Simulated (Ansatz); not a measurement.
Born–Oppenheimer molecular dynamics of AlBrCl₂H₂ (6 atoms, charge 0, multiplicity 1). It starts at the highest image of a converged band, a first-order saddle point between two minima.

Level of theory: Ansatz 0.2.0, RKS revPBE/def2-SVP.

| Item | Value |
| --- | --- |
| ensemble | NVE (velocity Verlet) |
| time step | 0.5 fs |
| steps asked | 200 |
| starting velocities drawn for | 100 K |
| seed | 8802 |

First frame:

```xyz
6
Properties=species:S:1:pos:R:3
Al -0.061 -0.293 0.039
Cl -0.113 0.175 2.305
H 1.357 -0.031 -0.606
Cl -1.873 0.279 -0.911
Br -0.230 -2.678 0.858
H -0.205 -1.447 1.997
```

Problem. How far do the bonds stretch over the last three quarters of this one trajectory? (Pairs bonded in most of those frames.)

Solution. 
| bond | mean (Å) | spread (Å) | shortest | longest |
| --- | --- | --- | --- | --- |
| Al1–Cl2 | 2.230 | 0.064 | 2.16 | 2.33 |
| Al1–H3 | 1.582 | 0.002 | 1.58 | 1.59 |
| Al1–Cl4 | 2.124 | 0.015 | 2.10 | 2.14 |
| Al1–Br5 | 2.614 | 0.053 | 2.56 | 2.75 |
| Br5–H6 | 1.524 | 0.062 | 1.43 | 1.64 |

Mean temperature of the second half: 132 K. The conserved energy stayed within 0.011 meV per atom of its start (net change -0.0023 meV per atom), so the integration is sound. The kinetic energy rose, since the run started high on the potential surface and went downhill. A run of 0.1 ps of so small a system gives no equilibrium averages. The orbitals stay closed-shell, which can raise the energy where a bond breaks towards radicals; this wasn't checked here.

Time of the run: 5.1 min on 2 threads of Arm Neoverse V2 (shared host), peak memory 0.14 GiB.
